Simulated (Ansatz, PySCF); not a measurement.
The pair A = HCl (SMILES Cl) (first 2 atoms), B = CH2O (SMILES C=O); geometry from B3LYP-D3(BJ)/def2-TZVP.
(charge 0, multiplicity 1):
```xyz
6

Cl    -0.1523    -0.0562     0.4435
H      0.1496     0.4924     1.5878
C     -0.3371     0.0120     3.9994
O      0.2812     0.8562     3.4032
H     -0.4021     0.0214     5.1003
H     -0.8622    -0.8027     3.4716
```

Correlated levels freeze the cores. Rows in 6-31G* carry no dispersion term and start afresh at each structure (6-31G* with six Cartesian d functions).

Codes used: Ansatz (a program for electronic structure); PySCF for 6-31G* rows. Values without a source in brackets are computed.

Total energies (hartree), monomers frozen at their geometry in the pair:

| structure | HF/6-31G* | B3LYP/6-31G* | MP2/aug-cc-pV(D+d)Z |
|---|---|---|---|
| AB | -573.9316187 | -575.3065757 | -574.4853226 |
| A in the pair's basis | -460.0597345 | -460.7960872 | -460.2577978 |
| B in the pair's basis | -113.8665912 | -114.5023395 | -114.2191586 |
| A | -460.0590632 | -460.7955724 | -460.2569714 |
| B | -113.8653167 | -114.5002978 | -114.2181886 |

### Question
Work out the interaction energy without and with the counterpoise correction, and the superposition error, for each level.

### Answer

E(AB) − E(A) − E(B), times 627.509 kcal/mol, with the monomers in their own basis and then in the pair's basis:
- HF/6-31G*: -4.54 uncorrected, -3.32 corrected; the monomers gain 1.22 kcal/mol from borrowed functions
- B3LYP/6-31G*: -6.72 uncorrected, -5.11 corrected; the monomers gain 1.60 kcal/mol from borrowed functions
- MP2/aug-cc-pV(D+d)Z: -6.38 uncorrected, -5.25 corrected; the monomers gain 1.13 kcal/mol from borrowed functions
